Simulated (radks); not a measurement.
Results of a calculation; reference values are marked as such.
Q: Ionisation of the neon ion Ne2+, [He] 2s2 2p4, to Ne3+, [He] 2s2 2p3, under several functionals. Non-relativistic Kohn-Sham, spin-polarised, spherical densities, point nucleus; open shells are filled with parallel spins first; a radial shooting solver on a logarithmic mesh with Libxc functionals. Known Delta-SCF values: BP86 63.471 eV; MS2 meta-GGA 62.737 eV. What does TPSS give, and what is its highest occupied eigenvalue?

A: 62.931 eV by Delta-SCF; the 2p eigenvalue is -51.876 eV. NIST: 63.423 eV (measured).
